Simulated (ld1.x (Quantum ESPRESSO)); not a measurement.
**Before and after: TM potential for Mg (Z = 12)**

Mg, norm-conserving Troullier–Martins (Kleinman–Bylander form), made with ld1.x (Quantum ESPRESSO) 7.5 (PW91, scalar-relativistic). Core [Ne], reference 3s1 3p0 (charge +1). Waves: 3s (bound): rc 1.80 bohr; 3d channel at 0.1 Ry: rc 2.60 bohr; 3p (bound, empty): rc 3.25 bohr. Local part: the p channel. Core correction: a·sin(br)/r model core inside 1.85 bohr.

Change: reference 3s2 3p0.

Cutoffs: the cutoffs (Ry, on a coarse ladder) from which the occupation-weighted sum of valence levels, in a spherical-Bessel basis at the reference potential, stays within 10 and 1 mRy of its value at 400 Ry; they do not see the model core or the augmentation charge, which bear on the density cutoff. Errors are all-electron minus pseudo energies relative to the spin-unpolarised reference configuration.

Problem. What does the change do?

Solution. The potential gets harder (6 Ry and 21 Ry → 8 Ry and 25 Ry); neither file shows a bound ghost.

| quantity | base | changed |
| --- | --- | --- |
| cutoff, loose | 6 Ry | 8 Ry |
| cutoff, tight | 21 Ry | 25 Ry |
| bound ghosts | none | none |
| largest error over its own tests, meV | +11 | +19 |
| s: phases at 3.57 bohr within 0.05 rad from the reference energy up to (Ry; the scan ends near 5) | 0.9 | 1.4 |
| p: phases at 3.57 bohr within 0.05 rad from the reference energy up to (Ry; the scan ends near 5) | 1.2 | 1.7 |
| d: phases at 3.57 bohr within 0.05 rad from the reference energy up to (Ry; the scan ends near 5) | 1.8 | 2.2 |
